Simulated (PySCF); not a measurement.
C5H5F, SMILES C1=CC(C=C1)F. Atoms are numbered in the order given.

```xyz
11

F     -1.9288    -0.3516     0.0000
C     -0.7456     0.3585     0.0000
C      0.1509     0.0991    -1.1892
C      1.4025    -0.1155    -0.7408
C      1.4025    -0.1155     0.7408
C      0.1509     0.0991     1.1892
H     -1.0078     1.4392     0.0000
H     -0.1926     0.1529    -2.2221
H      2.2921    -0.2674    -1.3545
H      2.2921    -0.2674     1.3545
H     -0.1926     0.1529     2.2221
```
Charge 0, spin multiplicity 1.

Coordinates come from a B3LYP-D3(BJ)/def2-SVP optimisation. One conformer was computed; it need not be the lowest.

The numbers are results of PBE0/def2-TZVP (PySCF), not measurements.

ESP charges are fitted to the potential on shells at 1.4 to 2.0 van der Waals radii. Atomic charges (e):

```json
[
 {"atom": "F1", "Löwdin": "0.11", "ESP fit": "?"},
 {"atom": "C2", "Löwdin": "-0.30", "ESP fit": "0.54"},
 {"atom": "C3", "Löwdin": "-0.13", "ESP fit": "?"},
 {"atom": "C4", "Löwdin": "-0.14", "ESP fit": "-0.11"},
 {"atom": "C5", "Löwdin": "-0.14", "ESP fit": "-0.11"},
 {"atom": "C6", "Löwdin": "-0.13", "ESP fit": "?"},
 {"atom": "H7", "Löwdin": "0.16", "ESP fit": "?"},
 {"atom": "H8", "Löwdin": "0.14", "ESP fit": "0.17"},
 {"atom": "H9", "Löwdin": "0.14", "ESP fit": "0.15"},
 {"atom": "H10", "Löwdin": "0.14", "ESP fit": "0.15"},
 {"atom": "H11", "Löwdin": "0.14", "ESP fit": "0.17"}
]
```

### Question
What belongs in the gaps? (An estimate is asked for; the answer gives what the named calculation found.)

### Answer

- F1, ESP fit: -0.28
- C3, ESP fit: -0.34
- C6, ESP fit: -0.34
- H7, ESP fit: 0.00

Computed Mayer and Wiberg (Löwdin basis) orders of the bonds:
```
bond    Mayer  Wiberg
------  -----  ------
F1–C2    1.03    1.64
C2–C3    1.02    1.15
C3–C4    1.84    1.94
C4–C5    1.04    1.23
C2–C6    1.02    1.15
C5–C6    1.84    1.94
C2–H7    0.94    0.80
C3–H8    0.96    0.85
C4–H9    0.95    0.85
C5–H10   0.95    0.85
C6–H11   0.96    0.85
```
